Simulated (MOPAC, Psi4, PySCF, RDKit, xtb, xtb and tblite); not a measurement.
Two geometries of C2H7BO3, SMILES OCCB(O)O, singlet, relaxed at GFN2-xTB with one dihedral held; other torsions can differ between them too.

Structure A

```
13

O     -2.0062     1.2690    -0.2920
C     -1.0356     0.7130     0.5805
C      0.1454     0.1046    -0.1812
B      0.9134     1.1905    -1.0890
O      2.2020     0.9608    -1.4183
O      0.3040     2.3129    -1.5387
H     -2.3226     0.5690    -0.8743
H     -1.5081    -0.0392     1.2277
H     -0.7010     1.5430     1.2065
H     -0.2224    -0.7106    -0.8104
H      0.8308    -0.3464     0.5350
H      2.5892     1.6457    -1.9653
H     -0.6120     2.4017    -1.2542
```

Structure B

```
13

O     -2.0334     1.2823    -0.1160
C     -1.0205     0.6405     0.6295
C      0.1509     0.1368    -0.2405
B      1.5702     0.7770     0.1447
O      2.6474    -0.0271     0.2266
O      1.7312     2.1054     0.3802
H     -2.3958     0.6512    -0.7476
H     -1.4476    -0.1915     1.2045
H     -0.6855     1.3963     1.3452
H     -0.0670     0.4075    -1.2774
H      0.2010    -0.9503    -0.2096
H      3.4611     0.4292     0.4464
H      0.9430     2.6410     0.2945
```

### Question
Which is lower in energy at the level DF-MP2 (frozen core)/cc-pVTZ // GFN2-xTB in Psi4, and by how much?

### Answer
A is lower, by 7.40 kcal/mol (dihedral O1–C2–C3–B4: 60° in A, 120° in B).

E(B) − E(A) in kcal/mol at the other levels, on the same two geometries: GFN2-xTB (xtb and tblite) 4.76; B3LYP/def2-TZVP // GFN2-xTB (Psi4) 6.33; B3LYP-D3(BJ)/def2-TZVP // GFN2-xTB (Psi4) 6.74; PBE/def2-TZVP // GFN2-xTB (Psi4) 6.49; PBE-D3(BJ)/def2-TZVP // GFN2-xTB (Psi4) 6.72; HF/cc-pVTZ // GFN2-xTB (Psi4) 6.08; UFF // GFN2-xTB (RDKit) -6.03; AM1, restricted, heats of formation // GFN2-xTB (MOPAC) 2.36; PM7, restricted, heats of formation // GFN2-xTB (MOPAC) 3.45; GFN1-xTB // GFN2-xTB (xtb) 4.66; restricted B3LYP/6-31G*, spherical d, density fitting // GFN2-xTB (PySCF) 8.24; restricted MP2 (frozen core)/3-21G // GFN2-xTB (PySCF) 12.32; restricted Hartree-Fock/STO-3G // GFN2-xTB (PySCF) 6.71; restricted LDA (SVWN5)/6-31G*, spherical d, density fitting // GFN2-xTB (PySCF) 10.40.
